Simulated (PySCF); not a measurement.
AlH₄, SMILES [AlH4-], charge -1. The structure is a stationary point at PBE0-D3(BJ)/def2-TZVPD. The isomer is the one that the SMILES or the coordinates give; other isomers of the formula were not compared.

Computed equilibrium geometry at PBE0-D3(BJ)/def2-TZVPD (PySCF confirms it by a frequency run) as Cartesian coordinates in Å, and its point group:
point group Td.
```xyz
5

Al     0.0000     0.0000     0.0000
H      0.9506     0.9506     0.9506
H     -0.9506     0.9506    -0.9506
H     -0.9506    -0.9506     0.9506
H      0.9506    -0.9506    -0.9506
```
Charge -1, spin multiplicity 1.
